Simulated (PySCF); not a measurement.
C3H6AlFO. Atoms are numbered in the order given.

```xyz
12

Al     0.3864     0.5583     0.5353
C     -0.1229    -1.3193     0.4922
C     -1.1036    -1.3517    -0.6469
C     -0.8052    -1.5369    -1.9419
H     -0.5798    -1.6499     1.4369
H      0.7641    -1.9389     0.2841
H     -2.1481    -1.1421    -0.3810
H      0.2188    -1.7438    -2.2715
H     -1.5781    -1.4986    -2.7133
F      1.7658     1.0725    -0.2525
O     -0.6141     1.7064     1.2833
H     -0.4886     2.6595     1.2723
```
Charge 0, spin multiplicity 1.

The structure is a stationary point at B3LYP-D3(BJ)/def2-SVP. Other conformers were not sampled.

Calculation: HF/pcSseg-1 (PySCF).

GIAO shieldings, no solvent; atoms listed in one row are averaged. δ = σ(ref) − σ: ¹³C against TMS (σ = 192.6 ppm); ¹H against TMS (σ = 31.99 ppm); ¹⁹F against CFCl3 (σ = 238.5 ppm); ¹⁷O against H2O (σ = 333.0 ppm), references at their B3LYP-D3(BJ)/def2-TZVP geometries, non-relativistic.

```csv
nucleus,atoms,count,δ (ppm)
¹³C,C3,1,146.0
¹³C,C4,1,121.8
¹³C,C2,1,8.9
¹H,H7,1,6.54
¹H,H8,1,5.78
¹H,H9,1,5.50
¹H,H12,1,2.28
¹H,H6,1,1.76
¹H,H5,1,1.37
¹⁹F,F10,1,-149.4
¹⁷O,O11,1,11.0
```
